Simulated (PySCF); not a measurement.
Tl (thallium, neutral) across methods

[Xe] 4f14 5d10 6s2 6p1, 2P determinant. Computed with PySCF 2.14 in ANO-RCC-VTZP (8s7p5d3f2g, 93 functions), with scalar relativity by spin-free X2C-1e.

```csv
method,E (hartree),mean ε 6s α (eV),mean ε 6s β (eV),mean ε 6p α (eV),Σ⟨r²⟩ (bohr²),⟨S²⟩
r2SCAN,-20248.81,-9.949,-9.398,-2.910,69.90,0.754
PBE,-20248.86,-9.634,-9.197,-2.674,70.39,0.751
PBE0,-20248.56,-10.660,-10.003,-3.425,70.09,0.752
LDA,-20236.51,-9.936,-9.558,-2.755,70.12,0.751
UHF,-20242.76077,-12.868,-11.497,-5.218,71.05,0.758
```

Spin-orbit coupling, absent here, splits the open shell strongly.
